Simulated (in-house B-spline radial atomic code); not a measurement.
Settings and results of a run for the nitrogen ion N⁺. Method: non-relativistic B3LYP, spherical fractional occupations, point nucleus, inside a hard spherical wall at 4.03 bohr. Calculated with a B-spline radial code for spherical atoms.

Command:
```bash
python run_scf.py task.json out
```
Settings:
```
Z                7
configuration    [He] 2s2 2p2
hamiltonian      nr
method           b3lyp
spin_polarised   False
wall_radius      4.03
```

Output (hartree, bohr):
```
 radial grid: 35 intervals, B-splines of order 8, outer radius 4.03 bohr

 iter        energy (Eh)    residual
    1         -52.863212    1.34e-01
    2         -53.752268    5.41e-02
    3         -53.881714    1.61e-02
    4         -53.895773    4.62e-03
    5         -53.896969    2.14e-03
    6         -53.897212    2.58e-05
    7         -53.897212    3.26e-06
    8         -53.897212    7.41e-08

 total energy                       -53.89721
 kinetic                              53.8539
 electron-nucleus                   -123.8877
 Hartree                              22.3217
 exact exchange                       -1.1304
 exchange-correlation                 -5.0546

 orbital      occ     eigenvalue          <r>       <r^2>       <1/r>     <1/r^2>       <r^4>       r_max
 1s         2.000       -15.0788     0.229568    0.071226     6.63659     89.6801   0.0133069      0.1485
 2s         2.000        -1.2472      1.23643     1.81589     1.16554     5.65975     5.85031      0.9866
 2p         2.000        -0.7294      1.25496     1.94784     1.04699     1.56652     7.43454      0.9218
```

Time taken, with all properties: 0.03 s on 1 thread of Arm Neoverse V1 (shared host).

Caution: exact exchange at fractional occupations of open shells leaves self-interaction of up to several eV.
